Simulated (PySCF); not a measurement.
Constitutional and geometric isomers with formula H9ClSi4. All species are isolated molecules in the gas phase. One relaxed conformer stands for each flexible species; it need not be the lowest. Strings in code marks are SMILES.

All values below come from PySCF 2.14.0 with PBE-D3(BJ)/def2-TZVP // B3LYP-D3(BJ)/def2-TZVP. Excitations are Tamm–Dancoff values on a coarser integration grid. The basis has no diffuse functions, so Rydberg states are missing or too high.

```json
[
 {"species": "`[SiH3][Si]([SiH3])(Cl)[SiH3]`", "HOMO–LUMO gap (eV)": "4.76", "S1 excitation (TDA) (eV)": "4.96", "S1–T1 gap (TDA) (eV)": "[?]", "LUMO (eV)": "[?]", "S1 oscillator strength": "0.000"},
 {"species": "`[SiH3][SiH2][Si@@H]([SiH3])Cl` (Si–Si–Si–Cl torsion 52°)", "HOMO–LUMO gap (eV)": "4.79", "S1 excitation (TDA) (eV)": "5.05", "S1–T1 gap (TDA) (eV)": "0.56", "LUMO (eV)": "[?]", "S1 oscillator strength": "0.031"},
 {"species": "`Cl[SiH2][SiH]([SiH3])[SiH3]` (Si–Si–Si–Cl torsion 171°)", "HOMO–LUMO gap (eV)": "5.09", "S1 excitation (TDA) (eV)": "5.37", "S1–T1 gap (TDA) (eV)": "0.59", "LUMO (eV)": "-1.74", "S1 oscillator strength": "0.024"}
]
```

Problem. Some entries are withheld; supply them.

Solution. 
- `[SiH3][Si]([SiH3])(Cl)[SiH3]`, S1–T1 gap (TDA) (eV): 0.48
- `[SiH3][Si]([SiH3])(Cl)[SiH3]`, LUMO (eV): -1.96
- `[SiH3][SiH2][Si@@H]([SiH3])Cl` (Si–Si–Si–Cl torsion 52°), LUMO (eV): -1.81
